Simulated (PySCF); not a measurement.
Radial density of Sn⁻ (tin, charge -1)

B97-3, [Kr] 4d10 5s2 5p3, high-spin 4S determinant. Calculation: PySCF 2.14, in aug-cc-pwCVDZ-PP with ECP28MDF (6s5p4d1f, 48 functions); a scalar-relativistic core potential. This is the valence pseudo-density: the core potential removes the inner electrons and smooths the orbitals near the nucleus.

| r (bohr) | 4πr²ρ (e/bohr) | 4πr²(ρα − ρβ) |
| --- | --- | --- |
| 0.00821 | 2.212e-05 | 0.0000 |
| 0.0138 | 5.905e-05 | 0.0000 |
| 0.0232 | 0.0001429 | 0.0000 |
| 0.0391 | 0.0002811 | 0.0000 |
| 0.0657 | 0.0005683 | 0.0000 |
| 0.111 | 0.003902 | 0.0000 |
| 0.186 | 0.05197 | 0.0001 |
| 0.313 | 0.9314 | 0.0044 |
| 0.526 | 11.37 | 0.0761 |
| 0.885 | 21.91 | 0.0236 |
| 1.49 | 6.482 | 0.2340 |
| 2.50 | 2.095 | 0.9548 |
| 4.21 | 0.7036 | 0.5433 |
| 7.08 | 0.09732 | 0.0876 |
| 11.9 | 0.003870 | 0.0038 |

Energies and moments cover only the electrons outside the core potential. At B97-3 the highest occupied level has a positive energy, so only the finite basis holds that electron; in a semilocal or global hybrid functional this comes from self-interaction and does not mean that the real anion is unbound.
